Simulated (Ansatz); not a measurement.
Li7H7⁺. The state is a doublet with charge 1. Geometry PBE-D4/def2-TZVP; atoms count from 1.

```xyz
14

Li   -1.206    2.667   -0.108
Li   -0.881    0.177    0.034
Li    1.752   -1.123   -2.595
Li   -0.957    0.528   -2.797
Li    0.179    0.783    2.235
Li   -0.454   -2.198   -2.124
Li    0.947   -1.992    0.352
H     0.542   -0.489    1.100
H     1.242   -2.256   -1.352
H    -0.950    1.676    1.279
H     0.133   -0.784   -3.186
H     0.558    0.494    4.243
H     0.032    1.038    4.275
H    -0.936    1.480   -1.354
```

In the doublet, H12 and H13 lie 0.76 Å apart (atoms count from 1), so H2 has formed as a molecule. Another isomer (doublet) lies 0.20 eV lower at PBE0-D4/def2-TZVP; other spin states weren't run for this one.

**Question.** Estimate the Mulliken populations from the PBE0/def2-TZVP orbitals of Ansatz.

**Answer.** 
```tsv
atom	charge (e)	spin (α − β)
Li1	0.75	0.03
Li2	0.38	0.33
Li3	0.74	0.02
Li4	0.68	0.10
Li5	0.70	0.03
Li6	0.21	0.44
Li7	0.67	0.10
H8	-0.68	-0.01
H9	-0.61	-0.01
H10	-0.62	0.00
H11	-0.61	-0.01
H12	0.03	0.00
H13	0.04	0.00
H14	-0.68	-0.01
```
Mulliken values depend strongly on the basis.

**Question.** Where does the spin sit?

**Answer.** Summed by element: Li 1.05, H -0.05, of 1 unpaired in all. Largest on single atoms: Li6 0.44, Li2 0.33, Li7 0.10.
